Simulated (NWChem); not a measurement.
System: C3H5BF2; SMILES B(/C=C/C)(F)F

```xyz
11

C     -0.1144    -2.8024     0.0000
C      0.2745    -1.3667     0.0000
C     -0.5637    -0.3146     0.0000
B     -0.0371     1.1340     0.0000
F     -0.8535     2.1764     0.0000
F      1.2610     1.4049     0.0000
H      0.3038    -3.3178    -0.8811
H      0.3038    -3.3178     0.8811
H     -1.2054    -2.9372     0.0000
H      1.3541    -1.1627     0.0000
H     -1.6449    -0.4983     0.0000
```
Atoms are numbered in this order, from 1.

All runs: NWChem. All runs use the structure optimised with PBE0/def2-SVP. GIAO values for the isolated, static molecule; σ is the absolute isotropic shielding, δ = σ(reference) − σ with the isolated reference molecule computed at the same levels (11B: boron trifluoride, 13C: tetramethylsilane, 19F: trichlorofluoromethane, 1H: tetramethylsilane).

Question: What does the run give for LDA (Slater exchange, VWN5)/pcSseg-1? Quantities: δ C1 (ppm); δ C2 (ppm); δ C3 (ppm); δ B4 (ppm); δ F5 (ppm); δ H7 (rotor mean) (ppm); δ H10 (ppm).

Answer: 
```json
{
  "δ C1 (ppm)": "26.6",
  "δ C2 (ppm)": "175.1",
  "δ C3 (ppm)": "130.8",
  "δ B4 (ppm)": "12.6",
  "δ F5 (ppm)": "-90.4",
  "δ H7 (rotor mean) (ppm)": "2.06",
  "δ H10 (ppm)": "7.26"
}
```
